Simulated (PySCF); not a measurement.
## Vibration and rotation of InO

UHF-CCSD(T) constants of InO, ²Π (doublet), unpaired electrons π ↑ (In x2c-SVPall, O x2c-SVPall; spin-free X2C with a Gaussian nucleus (PySCF 2.14); masses 114.9039 and 15.9949 u):

```
ωe           : 534.1 cm⁻¹
ωexe         : 2.75 cm⁻¹
Be           : 0.27512 cm⁻¹
αe           : 0.00195 cm⁻¹
De to In + O : 2.98 eV
```

**Question.** What force constant and bond length do these constants imply?

**Answer.** Reduced mass μred = 14.040 u; k = 5.8918×10⁻⁷·μred·ωe² (u, cm⁻¹, mdyn/Å) = 2.36 mdyn/Å; Re = √(16.8576/(μred·Be)) (u, cm⁻¹, Å) = 2.089 Å.

**Question.** Estimate the centrifugal constant D from the Kratzer relation and find the Dunham coefficient a1.

**Answer.** D = 4Be³/ωe² = 2.92e-07 cm⁻¹; a1 = −1 − αeωe/(6Be²) = -3.29.

Correlated steps freeze 19 core orbitals. Correlated levels converge slowly with the basis: in double zeta they bind strong bonds too weakly, by up to about 1 eV, and carry superposition errors of some tenths. These are scalar-relativistic numbers at best; spin–orbit coupling would shift them, the dissociation energy most. The state is the lowest determinant that a PBE0 search found; another state may lie lower at other levels.
